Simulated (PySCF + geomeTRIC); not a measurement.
Species: CH$_{3}$OSi, SMILES `O=C[SiH2]` (O–C–Si–H torsion 21°) (charge 0, multiplicity 2).

### Question
Give a relaxed geometry from PBE0-D4/def2-TZVP (PySCF + geomeTRIC).

### Answer
Several could match; the one computed here: the end point of this relaxation, one of several conformers (outside a Z-matrix the atoms follow the SMILES, hydrogens last).
Cartesian coordinates (Å) in one orientation:
```xyz
6

O     -1.794     0.652     0.177
C     -0.971    -0.233     0.167
Si     0.892     0.100     0.244
H     -1.295    -1.299     0.143
H      1.266     1.476    -0.163
H      1.709    -0.964    -0.398
```
